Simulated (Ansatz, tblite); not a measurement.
Adding an electron: Li₇⁺ (the lowest singlet isomer of a short search). The state is a singlet with charge 1. Geometry: PBE/def2-TZVP. Ansatz, gas phase; energy differences of separate SCF runs; the reduced species was run as a doublet alone.

```xyz
7

Li    2.3386   -1.2352   -0.7241
Li    2.0842    1.5574    0.8662
Li   -2.7331   -0.1992   -0.0879
Li    0.0103   -0.6330    1.1131
Li   -0.0103    0.6330   -1.1131
Li   -1.0508    2.1973    1.2595
Li   -0.6388   -2.3204   -1.3136
```

The xTB rows come from tblite. The structure comes from a short search, and lower isomers may exist.

```json
{"level": "GFN1-xTB", "−HOMO (eV)": "14.44", "−LUMO (eV)": "14.03", "vertical EA (eV)": "12.21", "HOMO–LUMO gap (eV)": "0.41", "remarks": "–"}
{"level": "GFN2-xTB", "−HOMO (eV)": "10.04", "−LUMO (eV)": "9.45", "vertical EA (eV)": "7.46", "HOMO–LUMO gap (eV)": "0.60", "remarks": "–"}
{"level": "PBE/def2-TZVP", "−HOMO (eV)": "6.74", "−LUMO (eV)": "5.61", "vertical EA (eV)": "4.08", "HOMO–LUMO gap (eV)": "1.13", "remarks": "restricted SCF unstable in HF (+1 singlet)"}
{"level": "r2SCAN/def2-TZVP", "−HOMO (eV)": "6.70", "−LUMO (eV)": "5.43", "vertical EA (eV)": "4.08", "HOMO–LUMO gap (eV)": "1.27", "remarks": "restricted SCF unstable in HF (+1 singlet)"}
{"level": "PBE0/def2-TZVP", "−HOMO (eV)": "7.25", "−LUMO (eV)": "5.05", "vertical EA (eV)": "4.00", "HOMO–LUMO gap (eV)": "2.21", "remarks": "restricted SCF unstable in HF (+1 singlet)"}
```

  Raw xTB energy differences between charge states are shifted by several eV; the methods need an empirical correction for them.
